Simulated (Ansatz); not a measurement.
Cost and result up the ladder for TaSF3 (5 atoms). Total charge 0; singlet. Geometry: PBE0-D4/def2-SVP.

| atom | x (Å) | y (Å) | z (Å) |
| --- | --- | --- | --- |
| Ta1 | 0.0731 | 0.0573 | 0.0006 |
| S2 | -1.6192 | -1.2658 | -0.0209 |
| F3 | 0.6400 | 0.2728 | -1.7642 |
| F4 | 1.3960 | -0.7410 | 1.0469 |
| F5 | -0.4899 | 1.6766 | 0.7377 |

Ansatz on 4 threads of Arm Neoverse V2 on a shared host. Times are rough, and most runs start from the orbitals of an earlier one. ωB97X-V/def2-TZVP serves as the yardstick here, not as an exact answer. Differences are given only for rows in sets of like size (and for xTB, whose basis is part of the method), since another set adds its own error. Binding counts from free atoms at the same level (Ta quartet, S triplet, F doublet; other spins of the atoms weren't run), without zero-point energy or a counterpoise term.

In the def2 sets Ta takes a core potential; there is no spin–orbit coupling. HSE06 is defined as in plane-wave codes, on full-range PBE exchange. Correlated methods freeze 8 core orbitals; core or outer-core shells of Ta are correlated, in sets that lack core-valence functions.

Correlated methods converge slowly with the basis.

| level | functions | binding energy per atom (eV) | difference from ωB97X-V/def2-TZVP (eV) | remarks |
| --- | --- | --- | --- | --- |
| ωB97X-V/def2-TZVP | 170 | 5.04 | 0.00 | – |
| r2SCAN-D4/def2-TZVPD | 209 | 5.12 | 0.08 | – |
| MP2/def2-TZVP | 170 | 5.23 | 0.19 | test for broken spin undecided |
| RPA@PBE/def2-TZVP | 170 | 4.58 | -0.46 | – |
| PBE-D4/def2-TZVPD | 209 | 5.26 | 0.22 | – |
| PBE-D4/def2-SVP | 92 | 5.33 | – | – |
| B97M-V/def2-TZVP | 170 | 5.09 | 0.05 | – |
| LDA (SPW92)/def2-TZVP | 170 | 5.93 | 0.89 | – |
| CAM-B3LYP-D4/def2-TZVP | 170 | 4.98 | -0.06 | – |
| HSE06-D4/def2-TZVP | 170 | 4.97 | -0.07 | – |
| CCSD(T)/def2-TZVPP | 191 | 4.95 | -0.09 | – |
| BHLYP-D4/def2-TZVP | 170 | 4.60 | -0.43 | – |
| PBE0-D4/def2-SVP | 92 | 4.98 | – | – |
| PBE0-D4/def2-TZVPD | 209 | 4.97 | -0.07 | – |

Estimate how long each takes.

LDA (SPW92)/def2-TZVP 0.8 s; PBE-D4/def2-SVP 0.8 s; PBE0-D4/def2-SVP 1.1 s; MP2/def2-TZVP 1.6 s; HSE06-D4/def2-TZVP 1.9 s; BHLYP-D4/def2-TZVP 2 s; PBE-D4/def2-TZVPD 2.1 s; CAM-B3LYP-D4/def2-TZVP 2.1 s; PBE0-D4/def2-TZVPD 3.1 s; RPA@PBE/def2-TZVP 3.6 s; r2SCAN-D4/def2-TZVPD 4.6 s; B97M-V/def2-TZVP 5.5 s; ωB97X-V/def2-TZVP 5.5 s; CCSD(T)/def2-TZVPP 1.9 min. On shared hardware such times vary by a factor of up to 3.
